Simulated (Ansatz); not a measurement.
Cost and result up the ladder for Cd₁₃H₃₄S₁₃ (60 atoms). Total charge 0; singlet. Geometry: PBE-D4/def2-SVP.

```xyz
60

Cd    5.243    2.331    0.144
S     3.156    3.798    0.989
S     4.376   -0.028    1.505
Cd    3.793   -0.197   -1.215
S     1.529   -3.365   -0.957
Cd    1.089    2.711    0.058
S    -0.595    3.877   -1.500
S     1.231    0.485   -1.098
Cd    0.877    0.493   -3.705
Cd   -1.892   -4.665   -1.073
S    -1.199   -2.457   -2.821
Cd    0.057    3.499   -4.199
S    -1.828    1.199   -3.689
Cd    3.342   -1.085    3.589
S     2.945   -3.694    2.522
Cd    0.147    1.089    4.365
S    -0.401    2.612    2.305
S     0.808   -0.698    2.651
Cd   -0.127   -1.225    0.111
Cd   -1.284   -4.428    2.906
S    -1.854   -2.894    0.742
Cd   -3.070    2.070    1.921
S    -2.385    0.807   -0.107
Cd   -3.035    2.717   -1.997
Cd   -4.310   -2.644   -0.524
S    -4.477   -0.896   -3.767
H     4.494    1.503   -1.398
H     6.810    2.849    0.556
H     3.262    4.777    0.047
H     2.788    2.553    3.837
H     5.613   -0.593    1.568
H     3.978   -1.806   -1.816
H     2.656   -2.640   -1.375
H     2.168   -3.860    0.147
H    -0.684    5.200   -1.189
H    -2.548    4.811    0.706
H     1.304   -0.781   -4.753
H    -1.556   -6.187   -1.717
H    -0.871   -2.853   -4.084
H    -2.416   -1.925   -3.205
H     1.418    2.367   -3.875
H    -0.734    4.684   -5.110
H    -2.306    1.546   -4.917
H     3.590   -1.106    5.269
H     3.377   -4.519    3.518
H     1.595   -3.750    2.968
H     2.920    2.152    4.482
H    -0.047    1.324    6.018
H    -0.340    3.881    2.799
H     0.320   -1.851    3.236
H    -2.509   -5.596    3.008
H     0.205   -3.622    3.409
H    -3.126    5.040    1.162
H    -4.136    2.613    3.102
H    -3.502   -0.001   -0.138
H    -4.487    3.574   -1.812
H    -4.070   -4.179   -1.328
H    -5.008   -1.157   -0.079
H    -5.571   -1.686   -3.551
H    -4.719   -0.173   -2.640
```

Ansatz on 11 threads of AMD EPYC 7R13 on a shared host and a whole NVIDIA H100 80GB HBM3. Times are rough, and most runs start from the orbitals of an earlier one. PBE0-D4/def2-TZVP serves as the yardstick here, not as an exact answer. Differences are given only for rows in sets of like size (and for xTB, whose basis is part of the method), since another set adds its own error. Binding counts from free atoms at the same level (Cd singlet, S triplet, H doublet; other spins of the atoms weren't run), without zero-point energy or a counterpoise term.

In the def2 sets Cd takes a core potential; there is no spin–orbit coupling. Correlated methods freeze 65 core orbitals; core or outer-core shells of Cd are correlated, in sets that lack core-valence functions. Single mean-field runs in def2-SVP, def2-TZVP are fitted with def2-universal-jkfit. In the singlet geometry the species has come apart into loosely held pieces. In the singlet, H36 and H53 lie 0.77 Å apart, H30 and H47 lie 0.77 Å apart (atoms count from 1), so H2 has formed as a molecule.

Correlated methods converge slowly with the basis.

```
                          level  functions  binding energy per atom (eV)  difference from PBE0-D4/def2-TZVP (eV)
                  MP2/def2-TZVP       1205                          2.04                                   -0.12
PBE0-D4/def2-TZVP (with forces)       1205                          2.16                                    0.00
            r2SCAN-D4/def2-TZVP       1205                          2.21                                    0.04
               PBE0-D4/def2-SVP        807                          2.19                                       –
                PBE-D4/def2-SVP        807                          2.19                                       –
               B97M-V/def2-TZVP       1205                          2.19                                    0.03
 PBE-D4/def2-TZVP (with forces)       1205                          2.16                                    0.00
```

Question: Estimate how long each takes.

Answer: PBE-D4/def2-SVP 4.1 s; PBE0-D4/def2-SVP 6 s; r2SCAN-D4/def2-TZVP 7 s; PBE-D4/def2-TZVP (with forces) 7.5 s; B97M-V/def2-TZVP 10 s; PBE0-D4/def2-TZVP (with forces) 13 s; MP2/def2-TZVP 21 s. On shared hardware such times vary by a factor of up to 3.
